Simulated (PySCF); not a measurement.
## C₆ coefficients of unlike pairs at PBE

Calculated with PySCF 2.14 from the dipole response of each species, C₆(A,B) = (3/π) ∫ α_A(iu) α_B(iu) du, in atomic units, from isotropic polarisabilities. For ions this is the dispersion term alone; charge-induced terms of lower order in 1/R come first.

| species | configuration | basis | relativity | α (bohr³) | C₆ (like pair) |
| --- | --- | --- | --- | --- | --- |
| I⁺ | [Kr] 4d10 5s2 5p4 (3P) | aug-cc-pwCVTZ-DK3 with one added diffuse shell each of s, p, d, f type (11s10p8d5f1g) | spin-free X2C | 20.62 | 179.3 |
| Li | [He] 2s1 (2S) | dyall-av3z (15s9p3d) | none | 142.1 | 1128 |
| N³⁺ | [He] 2s2 (1S) | dyall-acv3z (15s9p4d2f) | none | 2.096 | 2.068 |
| Ti | [Ar] 3d2 4s2 (3F) | x2c-TZVPPall with one added diffuse shell each of s, p, d, f type (7s6p5d3f1g) | spin-free X2C | 103.7 | 1196 |

(1) Estimate C₆ for Ti with I⁺.

No spin-orbit coupling is included.

The other pairs:

```
   pair     C₆
N³⁺, Li  30.19
 Ti, Li   1091
 Li, I⁺  292.3
Ti, N³⁺  40.77
N³⁺, I⁺  19.24
```

## Answers

(1) The integral gives 389.5. The combination rule 2 C_A C_B / (C_A α_B/α_A + C_B α_A/α_B) gives 376.3 and the geometric mean 463.1.
